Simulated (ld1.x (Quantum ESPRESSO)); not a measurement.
# Reading a pseudo-wave (Pb)

Columns: radius, all-electron u(r) and pseudo u(r) of the 6s shell (level -12.33 eV) of lead in the configuration [Xe] 4f14 5d10 6s1.75 6p2.25; PBE, scalar-relativistic, RRKJ scheme, ld1.x (Quantum ESPRESSO) 7.5.

| r (bohr) | all-electron | pseudo |
| --- | --- | --- |
| 0.110 | 0.1528 | -0.0144 |
| 0.220 | -0.0991 | -0.0299 |
| 0.330 | -0.2324 | -0.0475 |
| 0.440 | 0.0094 | -0.0687 |
| 0.550 | 0.2660 | -0.0947 |
| 0.660 | 0.3769 | -0.1272 |
| 0.770 | 0.3421 | -0.1679 |
| 0.880 | 0.2124 | -0.2180 |
| 0.990 | 0.0389 | -0.2783 |
| 1.100 | -0.1415 | -0.3482 |
| 1.210 | -0.3073 | -0.4254 |
| 1.320 | -0.4478 | -0.5056 |
| 1.430 | -0.5598 | -0.5827 |
| 1.540 | -0.6437 | -0.6505 |
| 1.650 | -0.7023 | -0.7035 |
| 1.760 | -0.7392 | -0.7392 |
| 1.870 | -0.7578 | -0.7578 |
| 1.980 | -0.7619 | -0.7619 |
| 2.090 | -0.7542 | -0.7542 |
| 2.200 | -0.7377 | -0.7377 |
| 2.310 | -0.7144 | -0.7144 |
| 2.420 | -0.6862 | -0.6862 |
| 2.530 | -0.6548 | -0.6548 |
| 2.640 | -0.6211 | -0.6211 |
| 2.750 | -0.5864 | -0.5864 |
| 2.860 | -0.5512 | -0.5512 |

Problem. How many radial nodes do the two functions have?

Solution. The all-electron 6s function has n − l − 1 = 5 (the table is too coarse to show those close to the nucleus); the pseudo-wave has 0, since the states of the same l below it are removed with the core.

Problem. At about which radius was the pseudo-wave matched?

Solution. 1.90 bohr. The columns agree to 0.0005 from 1.76 bohr on; several derivatives are matched, so the curves merge somewhat inside the radius.

Problem. Where does each function peak?

Solution. Outermost all-electron maximum near 1.98 bohr, pseudo maximum near 1.98 bohr (to the table’s step).

Problem. Is the pseudo-wave norm-conserving?

Solution. Yes: the RRKJ scheme keeps the norm inside the radius equal to the all-electron one, which fixes the energy derivative of the logarithmic derivative at the level.
